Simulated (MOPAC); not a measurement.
Job for MOPAC: PM6 on GaH3O2 (SMILES [OH][GaH][OH]), a point of a torsion scan.

```
PM6 1SCF PRECISE CHARGE=0 THREADS=1
GaH3O2

O     -1.56536011 1    -0.36151300 1     0.30901195 1
Ga    -0.22560269 1     0.65598428 1     0.63297718 1
O      0.41158388 1     1.60324402 1    -0.66520504 1
H     -1.87460406 1    -0.83061365 1    -0.46216473 1
H      0.17204081 1     0.66866431 1     2.08466058 1
H      1.12565199 1     2.23023930 1    -0.73219301 1
```

Program output:

```
*******************************************************************************
 **                                                                           **
 **                              MOPAC v23.2.5                                **
 **                                                                           **
 *******************************************************************************
 ** MOPAC's Digital Object Identifier: https://doi.org/10.5281/zenodo.6511958 **
 **                                                                           **
 ** Please cite the open-source release paper for use of this MOPAC version:  **
 ** J. E. Moussa and J. J. P. Stewart (2026)                                  **
 ** MOPAC: An open-source semiempirical molecular orbital program             **
 ** J. Open Source Softw., 11(119), 8025, https://doi.org/10.21105/joss.08025 **
 *******************************************************************************

                              PM6 CALCULATION RESULTS

 *******************************************************************************
 *  PM6        - The PM6 Hamiltonian to be used
 *
 *
 *
 *                 CHARGE ON SYSTEM = 0
 *
 *
 *
 *  PRECISE    - TIGHTER CRITERIA TO BE USED
 *  1SCF       - DO 1 SCF AND THEN STOP
 *  THREADS=1  - MULTI-THREADING NOT USED
 *  T=         - A TIME OF 172800.0 SECONDS REQUESTED
 *  DUMP=N     - RESTART FILE WRITTEN EVERY 7200.0 SECONDS REQUESTED
 *******************************************************************************
PM6 1SCF PRECISE CHARGE=0 THREADS=1
 GaH3O2

   ATOM   CHEMICAL          X               Y               Z
  NUMBER   SYMBOL      (ANGSTROMS)     (ANGSTROMS)     (ANGSTROMS)

     1       O         -1.56536011  *  -0.36151300  *   0.30901195  *
     2      Ga         -0.22560269  *   0.65598428  *   0.63297718  *
     3       O          0.41158388  *   1.60324402  *  -0.66520504  *
     4       H         -1.87460406  *  -0.83061365  *  -0.46216473  *
     5       H          0.17204081  *   0.66866431  *   2.08466058  *
     6       H          1.12565199  *   2.23023930  *  -0.73219301  *



          CARTESIAN COORDINATES

    NO.       ATOM           X           Y           Z

     1         O         -1.5654     -0.3615      0.3090
     2        Ga         -0.2256      0.6560      0.6330
     3         O          0.4116      1.6032     -0.6652
     4         H         -1.8746     -0.8306     -0.4622
     5         H          0.1720      0.6687      2.0847
     6         H          1.1257      2.2302     -0.7322

 General Reference for PM6:
 "Optimization of Parameters for Semiempirical Methods V: Modification of NDDO Approximations
 and Application to 70 Elements", J. J. P. Stewart, J. Mol. Mod., 13, 1173-1213 (2007)
 URL: https://link.springer.com/article/10.1007/s00894-007-0233-4

           Empirical Formula: H3 O2 Ga  =     6 atoms



      MOLECULAR POINT GROUP   :   C1


      RHF CALCULATION, NO. OF DOUBLY OCCUPIED LEVELS = 9


 -------------------------------------------------------------------------------
 PM6 1SCF PRECISE CHARGE=0 THREADS=1
 GaH3O2



     1SCF WAS SPECIFIED, SO BFGS WAS NOT USED
     SCF FIELD WAS ACHIEVED


                              PM6 CALCULATION
                                                       MOPAC v23.2.5 Linux




          FINAL HEAT OF FORMATION =        -88.33982 KCAL/MOL =    -369.61379 KJ/MOL


          COSMO AREA              =         88.75 SQUARE ANGSTROMS
          COSMO VOLUME            =         69.22 CUBIC ANGSTROMS

          IONIZATION POTENTIAL    =         11.782500 EV
          HOMO LUMO ENERGIES (EV) =        -11.782  0.251
          NO. OF FILLED LEVELS    =          9
          MOLECULAR WEIGHT        =        104.7575         POINT GROUP:  C1

          MOLECULAR DIMENSIONS (Angstroms)

            Atom       Atom       Distance
            H     6    H     4     4.29456
            H     5    O     3     2.73493
            O     1    H     4     0.24793


          SCF CALCULATIONS        =          1





   ATOM   CHEMICAL          X               Y               Z
  NUMBER   SYMBOL      (ANGSTROMS)     (ANGSTROMS)     (ANGSTROMS)

     1       O         -1.56536011  *  -0.36151300  *   0.30901195  *
     2      Ga         -0.22560269  *   0.65598428  *   0.63297718  *
     3       O          0.41158388  *   1.60324402  *  -0.66520504  *
     4       H         -1.87460406  *  -0.83061365  *  -0.46216473  *
     5       H          0.17204081  *   0.66866431  *   2.08466058  *
     6       H          1.12565199  *   2.23023930  *  -0.73219301  *

                             CARTESIAN COORDINATES

   1    O       -1.565360110    -0.361513000     0.309011950
   2   Ga       -0.225602690     0.655984280     0.632977180
   3    O        0.411583880     1.603244020    -0.665205040
   4    H       -1.874604060    -0.830613650    -0.462164730
   5    H        0.172040810     0.668664310     2.084660580
   6    H        1.125651990     2.230239300    -0.732193010


           Empirical Formula: H3 O2 Ga  =     6 atoms



      MOLECULAR POINT GROUP   :   C1


                  EIGENVALUES
 -28.98855 -28.38965 -20.81232 -18.28976 -15.55476 -13.35924 -12.83049 -12.19295
 -11.78250   0.25098   0.46628   2.81142   4.09469   5.81214   5.83045


              NET ATOMIC CHARGES AND DIPOLE CONTRIBUTIONS

  ATOM NO.   TYPE          CHARGE      No. of ELECS.   s-Pop       p-Pop
    1          O          -0.628092        6.6281     1.69377     4.93432
    2         Ga           0.440440        2.5596     1.15464     1.40492
    3          O          -0.684573        6.6846     1.68580     4.99877
    4          H           0.350222        0.6498     0.64978
    5          H           0.160450        0.8396     0.83955
    6          H           0.361553        0.6384     0.63845
 DIPOLE           X         Y         Z       TOTAL
 POINT-CHG.     1.826     0.198     2.152     2.829
 HYBRID        -0.188     0.036    -1.394     1.407
 SUM            1.638     0.234     0.758     1.820


          ATOMIC ORBITAL ELECTRON POPULATIONS

     Atom    s        px        py        pz
    1  O   1.69377   1.64280   1.68906   1.60247
    2 Ga   1.15464   0.38769   0.36617   0.65107
    3  O   1.68580   1.62535   1.63158   1.74185
    4  H   0.64978
    5  H   0.83955
    6  H   0.63845

 **********************
 *                    *
 * JOB ENDED NORMALLY *
 *                    *
 **********************




 == MOPAC DONE ==
```

The run finished.

Cost: very roughly 0.020 core-seconds.
